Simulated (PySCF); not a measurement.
C5H6BF, SMILES C#CC(=C)B(C)F. Geometry: PBE-D3(BJ)/def2-SVP. The structure was generated by enumeration, and PubChem lists no compound with its InChIKey, so it may never have been made. Other conformers were not sampled.

Computed equilibrium geometry at PBE-D3(BJ)/def2-SVP (PySCF confirms it by a frequency run) as a Z-matrix, and its point group (one conformer of several):
point group Cs.
```
C
C 1 1.3646
H 2 1.1006 1 120.83
H 2 1.1021 3 117.22 1 180.00
C 1 1.4299 2 121.13 3 180.00
C 5 1.2264 2 153.67 3 180.00
H 6 1.0807 2 162.10 3 180.00
B 1 1.5817 2 120.51 3 0.00
F 8 1.3433 1 116.60 2 180.00
C 8 1.5706 9 117.24 1 180.00
H 10 1.1054 8 115.89 9 180.00
H 10 1.1116 11 108.29 3 123.05
H 10 1.1116 11 108.29 12 113.90
```
Charge 0, spin multiplicity 1.
